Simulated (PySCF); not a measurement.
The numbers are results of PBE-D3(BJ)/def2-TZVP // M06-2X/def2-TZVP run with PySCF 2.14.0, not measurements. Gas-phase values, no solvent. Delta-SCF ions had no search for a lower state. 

Reference species (SMILES): `B` (neutral, multiplicity 1).

```
Quantity                                   Value
--------------------------------------  --------
vertical ionisation energy (Delta-SCF)  12.91 eV
```

Changed species: `BC#C` (X = ethynyl; the reference has X = H).

Problem. Predict the effect on the vertical ionisation energy (Delta-SCF).

Solution. the vertical ionisation energy (Delta-SCF) decreases by 2.53 eV, to 10.38 eV.
